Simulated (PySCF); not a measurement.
Isomers of C6H12N2Si, one GFN2-xTB conformer each. Single-point energies are computed at PBE0/pcSseg-1 (PySCF, gas phase, no added dispersion term), electronic only.

| SMILES | GFN2-xTB relative energy (kJ/mol) |
| --- | --- |
| N#C[SiH2]CNCC1CC1 | 263.6 |
| Cc1ccn([SiH](C)C)n1 | 1.3 |
| C[SiH2]NC/C=C\CC#N | 160.1 |
| C=C[C@H]1CN([SiH3])N=C1C | 67.6 |
| Cc1cnn([SiH](C)C)c1 | 4.8 |
| C=CCN([SiH3])C1=C[C@H]1N | 277.1 |
| C=C(C)CNC[SiH2]C#N | 273.1 |
| Cc1ccnn1[SiH](C)C | 0.0 |
| C[Si](C)(C)c1cn[nH]c1 | 127.0 |

Conformers: `[N:1]#[C:2][SiH2:3][CH2:4][NH:5][CH2:6][CH:7]1[CH2:8][CH2:9]1` with C2–Si3–C4–N5 -179°, Si3–C4–N5–C6 -166°, C4–N5–C6–C7 -67°, N5–C6–C7–C8 -79°; `[CH3:1][c:2]1[cH:3][cH:4][n:5]([SiH:6]([CH3:7])[CH3:8])[n:9]1` with C4–N5–Si6–C7 -153°; `[CH3:1][SiH2:2][NH:3][CH2:4]/[CH:5]=[CH:6]\[CH2:7][C:8]#[N:9]` with C1–Si2–N3–C4 175°, Si2–N3–C4–C5 -149°, N3–C4–C5–C6 30°, C5–C6–C7–C8 -91°; `[CH2:1]=[CH:2][C@H:3]1[CH2:4][N:5]([SiH3:6])[N:7]=[C:8]1[CH3:9]` with C1–C2–C3–C4 135°; `[CH3:1][c:2]1[cH:3][n:4][n:5]([SiH:6]([CH3:7])[CH3:8])[cH:9]1` with N4–N5–Si6–C7 -61°; `[CH2:1]=[CH:2][CH2:3][N:4]([SiH3:5])[C:6]1=[CH:7][C@H:8]1[NH2:9]` with C1–C2–C3–N4 -118°, C2–C3–N4–Si5 -87°, C3–N4–C6–C7 8°, C7–C8–N9–H -85° and 34°; `[CH2:1]=[C:2]([CH3:3])[CH2:4][NH:5][CH2:6][SiH2:7][C:8]#[N:9]` with C1–C2–C4–N5 117°, C2–C4–N5–C6 -178°, C4–N5–C6–Si7 -176°, N5–C6–Si7–C8 179°; `[CH3:1][c:2]1[cH:3][cH:4][n:5][n:6]1[SiH:7]([CH3:8])[CH3:9]` with N5–N6–Si7–C8 105°.

**Question.** What does PBE0/pcSseg-1 give for the same structures?

**Answer.** 
| SMILES | PBE0/pcSseg-1 E (Eh) | PBE0/pcSseg-1 (kJ/mol) | GFN2-xTB (kJ/mol) | point group |
| --- | --- | --- | --- | --- |
| Cc1ccn([SiH](C)C)n1 | -634.30557 | 0.0 | 1.3 | C1 |
| Cc1cnn([SiH](C)C)c1 | -634.30420 | 3.6 | 4.8 | near Cs |
| Cc1ccnn1[SiH](C)C | -634.30412 | 3.8 | 0.0 | C1 |
| C[Si](C)(C)c1cn[nH]c1 | -634.29911 | 17.0 | 127.0 | Cs |
| C[SiH2]NC/C=C\CC#N | -634.24755 | 152.3 | 160.1 | C1 |
| C=C(C)CNC[SiH2]C#N | -634.22746 | 205.1 | 273.1 | C1 |
| C=C[C@H]1CN([SiH3])N=C1C | -634.22016 | 224.3 | 67.6 | C1 |
| N#C[SiH2]CNCC1CC1 | -634.21964 | 225.6 | 263.6 | C1 |
| C=CCN([SiH3])C1=C[C@H]1N | -634.15839 | 386.4 | 277.1 | C1 |

GFN2-xTB puts Cc1ccnn1[SiH](C)C lowest instead; measured from each level's own lowest isomer, the values differ by up to 156.7 kJ/mol (C=C[C@H]1CN([SiH3])N=C1C: 67.6 against 224.3). As drawn, the lowest has an aromatic ring, an N–N linkage and an Si–C bond, which the highest lacks; the highest has a three-membered ring, an N–H bond and a C=C bond outside aromatic rings, which the lowest lacks. Neighbours under 10 kJ/mol apart (Cc1ccn([SiH](C)C)n1 and Cc1cnn([SiH](C)C)c1; Cc1cnn([SiH](C)C)c1 and Cc1ccnn1[SiH](C)C; C=C[C@H]1CN([SiH3])N=C1C and N#C[SiH2]CNCC1CC1) can change places with a better method, another conformer or zero-point energy.

**Question.** Which frontier levels, dipoles and rotational constants go with these structures?

**Answer.** 
| SMILES | HOMO (eV, PBE0/pcSseg-1) | LUMO (eV) | dipole (D) | A, B, C (MHz) |
| --- | --- | --- | --- | --- |
| Cc1ccn([SiH](C)C)n1 | -6.96 | 0.56 | 1.78 | 2819, 876.6, 703.8 |
| Cc1cnn([SiH](C)C)c1 | -6.68 | 0.55 | 1.52 | 3144, 748.8, 740.8 |
| Cc1ccnn1[SiH](C)C | -6.74 | 0.46 | 2.13 | 2112, 1129, 845.7 |
| C[Si](C)(C)c1cn[nH]c1 | -7.09 | 0.50 | 2.24 | 2331, 870.6, 799.5 |
| C[SiH2]NC/C=C\CC#N | -6.88 | -0.31 | 3.21 | 1679, 998.9, 696.3 |
| C=C(C)CNC[SiH2]C#N | -7.00 | -0.38 | 3.82 | 4620, 430.7, 415.8 |
| C=C[C@H]1CN([SiH3])N=C1C | -5.78 | -0.14 | 1.87 | 2707, 835.2, 676.9 |
| N#C[SiH2]CNCC1CC1 | -6.73 | -0.29 | 4.27 | 3882, 453.7, 434.9 |
| C=CCN([SiH3])C1=C[C@H]1N | -5.84 | 0.02 | 1.54 | 1785, 1007, 700.2 |

**Question.** As an exercise, what shares would exp(−E/RT) give at 298.15 K from these electronic energies alone (no entropy, no degeneracies)?

**Answer.** RT = 2.479 kJ/mol: Cc1ccn([SiH](C)C)n1 69.0 %, Cc1cnn([SiH](C)C)c1 16.2 %, Cc1ccnn1[SiH](C)C 14.8 %, C[Si](C)(C)c1cn[nH]c1 0.1 %, C[SiH2]NC/C=C\CC#N under 0.1 %, C=C(C)CNC[SiH2]C#N under 0.1 %, C=C[C@H]1CN([SiH3])N=C1C under 0.1 %, N#C[SiH2]CNCC1CC1 under 0.1 %, C=CCN([SiH3])C1=C[C@H]1N under 0.1 %.
